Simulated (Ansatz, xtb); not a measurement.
## Relative energy of two isomers of C5H6N4

Structure a: `N#CCCc1nc[nH]n1`, a singlet. Structure b: `[H]/N=C\c1ncc(N)cn1`, a singlet. Both are isolated molecules in the gas phase, relaxed with PBE-D3(BJ)/def2-SVP; the shapes shown needn't be the lowest conformers.

a (Å):

```xyz
15

C     1.2583   -0.7552   -3.3711
C     1.8395   -1.5666   -2.3012
C     1.8426   -0.8578   -0.9299
C     0.4565   -0.6517   -0.4016
C    -1.5459   -1.0576    0.1396
N     0.7919   -0.0896   -4.2144
N    -0.4826   -1.6521   -0.3856
N    -1.2460    0.2381    0.4243
N     0.0295    0.5205    0.0812
H     1.2499   -2.5040   -2.2165
H     2.8724   -1.8484   -2.5937
H     2.3555    0.1211   -0.9827
H     2.4149   -1.4967   -0.2243
H    -2.5294   -1.5071    0.3273
H    -1.8411    0.9681    0.8209
```

b (Å):

```xyz
15

C     0.6100   -0.4580   -3.7808
C     0.5947   -0.6968   -2.3134
C     1.5006   -1.7447   -0.4890
C     0.5540   -1.1302    0.3733
C    -0.3679   -0.2643   -0.2776
N    -0.1950    0.3050   -4.4242
N     1.5209   -1.5339   -1.8034
N     0.5071   -1.3775    1.7189
N    -0.3465   -0.0547   -1.5886
H    -0.8495    0.7166   -3.7250
H     1.4055   -1.0111   -4.3229
H     2.2627   -2.4311   -0.0715
H    -0.0465   -0.7654    2.3167
H     1.2997   -1.8363    2.1660
H    -1.1405    0.2651    0.3131
```

Question: Estimate which is lower in electronic energy at CCSD(T)/def2-SVP + ΔMP2/def2-TZVPP, and by roughly how much.

Answer: The CCSD(T)/def2-SVP + ΔMP2/def2-TZVPP calculation puts structure a lower, by 3.4 kcal/mol.

How the difference moves with the method:

```csv
level,geometry,E(b) − E(a) (kcal/mol),departure from the last row (kcal/mol),"job, with rough time for the two"
GFN2-xTB,GFN2-xTB,+1.3,−2.1,"optimisation, 0.14 s"
HF/STO-3G,GFN2-xTB,+29.5,+26.1,"single point, 0.44 s"
r2SCAN-D4/def2-SVP,GFN2-xTB,−5.5,−9.0,"single point, 3.9 s"
PBE-D3(BJ)/def2-SVP,PBE-D3(BJ)/def2-SVP,−5.7,−9.1,"optimisation, 24 s"
HF/def2-SVP,PBE-D3(BJ)/def2-SVP,+1.2,−2.2,part of the CCSD(T) run
MP2/def2-SVP,PBE-D3(BJ)/def2-SVP,+7.2,+3.8,part of the CCSD(T) run
CCSD(T)/def2-SVP,PBE-D3(BJ)/def2-SVP,+5.4,+2.0,single point
CCSD(T)/def2-SVP + ΔMP2/def2-TZVPP,PBE-D3(BJ)/def2-SVP,+3.4,,"single point, 2.3 min"
```

As drawn, b has 2 N–H, 1 C=N, 2 C∷C, 1 C–N in place of 1 C≡N, 2 C–C, 1 N∷N, 2 C–H (∷ is an aromatic bond). Structure a has a 5-membered ring (with an aromatic ring), b a 6-membered ring (with an aromatic ring).

r2SCAN-D4/def2-SVP, PBE-D3(BJ)/def2-SVP put the two in the other order. The largest departure from CCSD(T)/def2-SVP + ΔMP2/def2-TZVPP is that of HF/STO-3G, 26.1 kcal/mol. The last row adds to CCSD(T) the change of the MP2 difference between the two basis sets, here −2.0 kcal/mol.

With thermal terms from frequencies at re-optimised GFN2-xTB minima (ideal gas, soft modes damped towards free rotors, one conformer each, 298.15 K, 1 atm): on the last row, ΔE + ΔZPE = +2.4, ΔH = +2.4, ΔG = +2.9 kcal/mol.

The correlated steps freeze 9 core orbitals. Codes used: Ansatz 0.2.0, xtb 6.7.1; the last row on 4 threads of Arm Neoverse V2 on a shared host.
